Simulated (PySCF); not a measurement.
## C7H8S: full NMR table

```
Formula                               : C7H8S
SMILES                                : SCc1ccccc1
Point group of the computed structure : C1
Degrees of unsaturation               : 4
Carbon signals                        : 5
Proton signals                        : 5
```

Numbering as in the mapped SMILES `[SH:1][CH2:2][c:3]1[cH:4][cH:5][cH:6][cH:7][cH:8]1`. Hydrogens are named by the atom that carries them.

- geometry: PBE0-D3(BJ)/def2-TZVP
- B97-2/pcSseg-2 with gauge-including orbitals
- program: PySCF 2.14.0 with density-fitted response routines
- a single conformation, relativity neglected, no solvent model, one averaged value for each set of equivalent atoms

Shifts are taken against calculated references (same method and geometry level): 1H, 13C vs TMS; 33S vs CS2.

| carbon | δC, type | δH (multiplicity) | HMBC from (2–3 bonds) | span of the C tensor (ppm) |
| --- | --- | --- | --- | --- |
| C2 | 37.1, CH2 | 3.64 (s) | H(C4)/H(C8) | 35 |
| C3 | 151.3, C | – | H(C5)/H(C7), H(C4)/H(C8), H(C2) | 232 |
| C4/C8 | 135.0, CH | 7.58 (m) | H(C5)/H(C7), H(C4)/H(C8), H(C6), H(C2) | 219 |
| C5/C7 | 135.5, CH | 7.58 (m) | H(C5)/H(C7), H(C4)/H(C8), H(C6) | 235 |
| C6 | 133.5, CH | 7.50 (m) | H(C5)/H(C7), H(C4)/H(C8) | 235 |

Other nuclei:
| atoms | nucleus | environment | δ (ppm) | σ (ppm) |
| --- | --- | --- | --- | --- |
| H(S1) | 1H | hydrogen on a thiol sulfur | 1.73 | 29.91 |
| S1 | 33S | thiol sulfur | 6 | 510.8 |

Carbon types of the structure: 1 × C, 5 × CH, 1 × CH2, leaving 1 H on heteroatoms. δC 151.3: substituted aromatic carbon. δC 135.5, 135.0, 133.5: aromatic CH; the aromatic region. δH 7.58, 7.58, 7.50: hydrogen on an aromatic CH; aromatic region. δH 3.64: hydrogen on an sp3 CH2 bonded to S, on an aromatic ring. δH 1.73: hydrogen on a thiol sulfur; labile proton, position sensitive to the medium.

Exchangeable OH/NH protons stand at their gas-phase positions; hydrogen bonding in a real sample shifts them, mostly to higher δ. Shifts are as computed. Against solution values, carbons near 30 ppm lie about +3 ppm off and those near 130 ppm about +7 ppm; carbons on S a further +4 ppm. Of 1309 compounds with measured shifts, 239 miss one by over three times the rms of a fit or turn the order of signals round; such compounds aren't used in these exercises. Multiplicities follow the n + 1 count of equivalent neighbours, as no J values were calculated; m marks all less simple cases, F and P coupling included.
